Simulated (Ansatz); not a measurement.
The cluster B9. The state is a doublet with charge 0. Geometry PBE-D4/def2-SVP; atoms count from 1.

```
atom    x (Å)    y (Å)    z (Å)
  B1   1.1206  -0.4404  -0.3898
  B2  -0.9864   0.9092  -0.6663
  B3  -1.5583  -0.7576   0.4596
  B4   0.5349   1.3019  -0.2491
  B5  -0.3519  -0.8093  -0.8830
  B6  -1.9553  -0.2988  -0.9696
  B7   1.9775   0.8680   0.2498
  B8  -0.0872  -0.7663   1.1076
  B9   1.3061  -0.0067   1.3409
```

Another isomer (doublet) lies 0.63 eV lower at PBE0-D4/def2-TZVP; other spin states weren't run for this one.

Q: Estimate the Mulliken populations from the PBE0/def2-TZVP orbitals of Ansatz.

A: 
```tsv
atom	charge (e)	spin (α − β)
B1	-0.03	0.22
B2	-0.07	0.14
B3	-0.01	0.08
B4	-0.09	0.13
B5	-0.09	0.24
B6	0.21	-0.03
B7	0.17	-0.03
B8	-0.08	0.20
B9	0.00	0.05
```
Mulliken values and Mayer orders depend strongly on the basis.

Q: Where does the spin sit?

A: Summed by element: B 1.00, of 1 unpaired in all. Largest on single atoms: B5 0.24, B1 0.22, B8 0.20.

Q: And the Mayer bond orders between bonded heavy atoms (over 0.3)?

A: B1–B4 0.48 (1.84 Å); B1–B5 1.03 (1.60 Å); B1–B7 0.79 (1.69 Å); B1–B8 0.42 (1.95 Å); B1–B9 0.53 (1.79 Å); B2–B4 1.11 (1.63 Å); B2–B5 0.48 (1.84 Å); B2–B6 1.08 (1.58 Å); B3–B5 0.50 (1.81 Å); B3–B6 1.19 (1.55 Å); B3–B8 1.05 (1.61 Å); B4–B7 1.07 (1.59 Å); B5–B6 0.81 (1.68 Å); B5–B8 0.38 (2.01 Å); B7–B9 1.23 (1.55 Å); B8–B9 1.04 (1.60 Å). Values over 0.3 also appear between atoms too far apart for a bond (B2–B3 0.47 at 2.09 Å; B4–B9 0.38 at 2.20 Å); they arise where an orbital or an unpaired electron spreads over both atoms.
